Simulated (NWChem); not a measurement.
System: C2H8Si; SMILES C[SiH2]C

Excerpt of the output:

```
             Northwest Computational Chemistry Package (NWChem) 7.3.0
             --------------------------------------------------------

 C2V symmetry detected

                             Geometry "geometry" -> ""
                             -------------------------

 Output coordinates in angstroms (scale by  1.889725989 to convert to a.u.)

  No.       Tag          Charge          X              Y              Z
 ---- ---------------- ---------- -------------- -------------- --------------
    1 Si                  14.0000     0.00000000     0.00000000    -0.54713506
    2 C                    6.0000    -1.55607500     0.00000000     0.51108294
    3 C                    6.0000     1.55607500     0.00000000     0.51108294
    4 H                    1.0000     0.00000000     1.20752000    -1.43570206
    5 H                    1.0000     0.00000000    -1.20752000    -1.43570206
    6 H                    1.0000    -1.59255200    -0.89080000     1.15777994
    7 H                    1.0000    -2.46068000     0.00000000    -0.11641006
    8 H                    1.0000    -1.59255200     0.89080000     1.15777994
    9 H                    1.0000     2.46068000     0.00000000    -0.11641006
   10 H                    1.0000     1.59255200    -0.89080000     1.15777994
   11 H                    1.0000     1.59255200     0.89080000     1.15777994

 Effective nuclear repulsion energy (a.u.)     113.4789363452

      Symmetry information
      --------------------

 Group name             C2v
 Group number             16
 Group order               4
 No. of unique centers     5

                                Z-matrix (autoz)
                                --------

 Units are Angstrom for bonds and degrees for angles

      Type          Name      I     J     K     L     M      Value
      ----------- --------  ----- ----- ----- ----- ----- ----------
    1 Stretch                  1     2                       1.88181
    2 Stretch                  1     3                       1.88181
    3 Stretch                  1     4                       1.49922
    4 Stretch                  1     5                       1.49922
    5 Stretch                  2     6                       1.10140
    6 Stretch                  2     7                       1.10093
    7 Stretch                  2     8                       1.10140
    8 Stretch                  3     9                       1.10093
    9 Stretch                  3    10                       1.10140
   10 Stretch                  3    11                       1.10140
   11 Bend                     1     2     6               110.95113
   12 Bend                     1     2     7               111.03441
   13 Bend                     1     2     8               110.95113
   14 Bend                     1     3     9               111.03441
   15 Bend                     1     3    10               110.95113
   16 Bend                     1     3    11               110.95113
   17 Bend                     2     1     3               111.56421
   18 Bend                     2     1     4               109.46874
   19 Bend                     2     1     5               109.46874
   20 Bend                     3     1     4               109.46874
   21 Bend                     3     1     5               109.46874
   22 Bend                     4     1     5               107.30419
   23 Bend                     6     2     7               107.90550
   24 Bend                     6     2     8               107.95616
   25 Bend                     7     2     8               107.90550
   26 Bend                     9     3    10               107.90550
   27 Bend                     9     3    11               107.90550
   28 Bend                    10     3    11               107.95616
   29 Torsion                  2     1     3     9         180.00000
   30 Torsion                  2     1     3    10          60.00285
   31 Torsion                  2     1     3    11         -60.00285
   32 Torsion                  3     1     2     6         -60.00285
   33 Torsion                  3     1     2     7         180.00000
   34 Torsion                  3     1     2     8          60.00285
   35 Torsion                  4     1     2     6         178.67717
   36 Torsion                  4     1     2     7          58.68002
   37 Torsion                  4     1     2     8         -61.31712
   38 Torsion                  4     1     3     9         -58.68002
   39 Torsion                  4     1     3    10        -178.67717
   40 Torsion                  4     1     3    11          61.31712
   41 Torsion                  5     1     2     6          61.31712
   42 Torsion                  5     1     2     7         -58.68002
   43 Torsion                  5     1     2     8        -178.67717
   44 Torsion                  5     1     3     9          58.68002
   45 Torsion                  5     1     3    10         -61.31712
   46 Torsion                  5     1     3    11         178.67717

                           NWChem Geometry Optimization
                           ----------------------------

 maximum gradient threshold         (gmax) =   0.000450
 rms gradient threshold             (grms) =   0.000300
 maximum cartesian step threshold   (xmax) =   0.001800
 rms cartesian step threshold       (xrms) =   0.001200
 fixed trust radius                (trust) =   0.300000
 source of zmatrix                         =   autoz

          -------------------
          Energy Minimization
          -------------------

 Using diagonal initial Hessian
 Scaling for Hessian diagonals: bonds = 1.00  angles = 0.25  torsions = 0.10

          --------
          Step   0

                                 NWChem DFT Module
                                 -----------------

 Summary of "ao basis" -> "ao basis" (spherical)
 ------------------------------------------------------------------------------
       Tag                 Description            Shells   Functions and Types
 ---------------- ------------------------------  ------  ---------------------
 Si                         def2-svp                 8       18   4s3p1d
 C                          def2-svp                 6       14   3s2p1d
 H                          def2-svp                 3        5   2s1p

      Symmetry analysis of basis
      --------------------------

        a1         32
        a2         12
        b1         24
        b2         18

            General Information
            -------------------
          SCF calculation type: DFT
          Wavefunction type:  closed shell.
          No. of atoms     :    11
          No. of electrons :    34
           Alpha electrons :    17
            Beta electrons :    17
          Charge           :     0
          Spin multiplicity:     1
          Use of symmetry is: on ; symmetry adaption is: on
          Maximum number of iterations: 150
          AO basis - number of functions:    86
                     number of shells:    44
          Convergence on energy requested:  1.00D-06
          Convergence on density requested:  1.00D-05
          Convergence on gradient requested:  5.00D-04

              XC Information
              --------------
                    Becke 1988 Exchange Functional  1.000
              Lee-Yang-Parr Correlation Functional  1.000

[...]

      ----------------------
      Optimization converged
      ----------------------

  Step       Energy      Delta E   Gmax     Grms     Xrms     Xmax
  ---- ---------------- -------- -------- -------- -------- --------
@    3    -370.30537125 -2.1D-06  0.00010  0.00004  0.00063  0.00127
                                     ok       ok       ok       ok

                                Z-matrix (autoz)
                                --------

 Units are Angstrom for bonds and degrees for angles

      Type          Name      I     J     K     L     M      Value     Gradient
      ----------- --------  ----- ----- ----- ----- ----- ---------- ----------
    1 Stretch                  1     2                       1.90202   -0.00009
    2 Stretch                  1     3                       1.90202   -0.00009
    3 Stretch                  1     4                       1.50603    0.00010
    4 Stretch                  1     5                       1.50603    0.00010
    5 Stretch                  2     6                       1.10967    0.00001
    6 Stretch                  2     7                       1.10926   -0.00001
    7 Stretch                  2     8                       1.10967    0.00001
    8 Stretch                  3     9                       1.10926   -0.00001
    9 Stretch                  3    10                       1.10967    0.00001
   10 Stretch                  3    11                       1.10967    0.00001
   11 Bend                     1     2     6               111.18303    0.00004
   12 Bend                     1     2     7               111.08740    0.00007
   13 Bend                     1     2     8               111.18303    0.00004
   14 Bend                     1     3     9               111.08740    0.00007
   15 Bend                     1     3    10               111.18303    0.00004
   16 Bend                     1     3    11               111.18303    0.00004
   17 Bend                     2     1     3               111.76876   -0.00000
   18 Bend                     2     1     4               109.40239    0.00001
   19 Bend                     2     1     5               109.40239    0.00001
   20 Bend                     3     1     4               109.40239    0.00001
   21 Bend                     3     1     5               109.40239    0.00001
   22 Bend                     4     1     5               107.35914   -0.00002
   23 Bend                     6     2     7               107.72379   -0.00005
   24 Bend                     6     2     8               107.77325   -0.00006
   25 Bend                     7     2     8               107.72379   -0.00005
   26 Bend                     9     3    10               107.72379   -0.00005
   27 Bend                     9     3    11               107.72379   -0.00005
   28 Bend                    10     3    11               107.77325   -0.00006
   29 Torsion                  2     1     3     9         180.00000   -0.00000
   30 Torsion                  2     1     3    10          60.04224   -0.00001
   31 Torsion                  2     1     3    11         -60.04224    0.00001
   32 Torsion                  3     1     2     6         -60.04224    0.00001
   33 Torsion                  3     1     2     7         180.00000   -0.00000
   34 Torsion                  3     1     2     8          60.04224   -0.00001
   35 Torsion                  4     1     2     6         178.63252   -0.00000
   36 Torsion                  4     1     2     7          58.67476   -0.00001
   37 Torsion                  4     1     2     8         -61.28300   -0.00002
   38 Torsion                  4     1     3     9         -58.67476    0.00001
   39 Torsion                  4     1     3    10        -178.63252    0.00000
   40 Torsion                  4     1     3    11          61.28300    0.00002
   41 Torsion                  5     1     2     6          61.28300    0.00002
   42 Torsion                  5     1     2     7         -58.67476    0.00001
   43 Torsion                  5     1     2     8        -178.63252    0.00000
   44 Torsion                  5     1     3     9          58.67476   -0.00001
   45 Torsion                  5     1     3    10         -61.28300   -0.00002
   46 Torsion                  5     1     3    11         178.63252   -0.00000

                         Geometry "geometry" -> "geometry"
                         ---------------------------------

 Output coordinates in angstroms (scale by  1.889725989 to convert to a.u.)

[...]

 Rotational Constants
 --------------------
 A=   0.547712 cm-1  (  0.788018 K)
 B=   0.190029 cm-1  (  0.273403 K)
 C=   0.157439 cm-1  (  0.226514 K)

 Temperature                      =   298.15K
 frequency scaling parameter      =   1.0000

 Zero-Point correction to Energy  =   54.740 kcal/mol  (  0.087234 au)
 Thermal correction to Energy     =   58.396 kcal/mol  (  0.093060 au)
 Thermal correction to Enthalpy   =   58.988 kcal/mol  (  0.094004 au)

 Total Entropy                    =   71.355 cal/mol-K
   - Translational                =   38.180 cal/mol-K (mol. weight =  60.0395)
   - Rotational                   =   22.715 cal/mol-K (symmetry #  =        2)
   - Vibrational                  =   10.460 cal/mol-K

 Cv (constant volume heat capacity) =   20.250 cal/mol-K
   - Translational                  =    2.979 cal/mol-K
   - Rotational                     =    2.979 cal/mol-K
   - Vibrational                    =   14.291 cal/mol-K

[normal modes left out]

 ----------------------------------------------------------------------------
 Normal Eigenvalue ||           Projected Infra Red Intensities
  Mode   [cm**-1]  || [atomic units] [(debye/angs)**2] [(KM/mol)] [arbitrary]
 ------ ---------- || -------------- ----------------- ---------- -----------
    1       -0.000 ||    0.000156           0.004         0.152       0.061
    2       -0.000 ||    0.000184           0.004         0.179       0.072
    3        0.000 ||    0.000149           0.003         0.145       0.058
    4        0.000 ||    0.000506           0.012         0.493       0.198
    5        0.000 ||    0.000000           0.000         0.000       0.000
    6        0.000 ||    0.000095           0.002         0.093       0.037
    7      155.210 ||    0.000000           0.000         0.000       0.000
    8      171.282 ||    0.000000           0.000         0.000       0.000
    9      201.550 ||    0.000541           0.012         0.527       0.211
   10      454.888 ||    0.009661           0.223         9.418       3.772
   11      570.945 ||    0.000000           0.000         0.000       0.000
   12      622.950 ||    0.004787           0.110         4.667       1.869
   13      629.167 ||    0.010431           0.241        10.168       4.073
   14      693.045 ||    0.017897           0.413        17.447       6.988
   15      835.006 ||    0.035932           0.829        35.028      14.030
   16      857.036 ||    0.071416           1.648        69.620      27.886
   17      870.872 ||    0.000000           0.000         0.000       0.000
   18      902.814 ||    0.235684           5.437       229.756      92.028
   19      938.437 ||    0.096658           2.230        94.227      37.743
   20     1232.961 ||    0.015398           0.355        15.010       6.012
   21     1239.334 ||    0.005840           0.135         5.693       2.280
   22     1395.783 ||    0.000000           0.000         0.000       0.000
   23     1398.223 ||    0.000926           0.021         0.903       0.362
   24     1404.701 ||    0.001230           0.028         1.199       0.480
   25     1408.082 ||    0.005857           0.135         5.710       2.287
   26     2135.638 ||    0.161832           3.734       157.762      63.191
   27     2137.450 ||    0.119549           2.758       116.542      46.681
   28     2952.854 ||    0.008092           0.187         7.888       3.160
   29     2953.092 ||    0.004802           0.111         4.681       1.875
   30     3034.652 ||    0.000000           0.000         0.000       0.000
   31     3035.925 ||    0.019894           0.459        19.394       7.768
   32     3038.728 ||    0.011876           0.274        11.577       4.637
   33     3039.027 ||    0.005735           0.132         5.591       2.239
 ----------------------------------------------------------------------------
```

Level: BLYP/def2-SVP. 

**Question.** Which NWChem input produces such a log?

**Answer.** Several could match; the one computed here: the input that was run:
```
start job
memory heap 200 mb stack 900 mb global 1100 mb
geometry units angstroms
  Si     0.000000     0.000000    -0.532599
  C     -1.556075     0.000000     0.525619
  C      1.556075     0.000000     0.525619
  H      0.000000     1.207520    -1.421166
  H      0.000000    -1.207520    -1.421166
  H     -1.592552    -0.890800     1.172316
  H     -2.460680     0.000000    -0.101874
  H     -1.592552     0.890800     1.172316
  H      2.460680     0.000000    -0.101874
  H      1.592552    -0.890800     1.172316
  H      1.592552     0.890800     1.172316
end
basis spherical
  * library def2-svp
end
dft
  xc becke88 lyp
  iterations 150
end
driver
  maxiter 120
end
task dft optimize
task dft freq
```
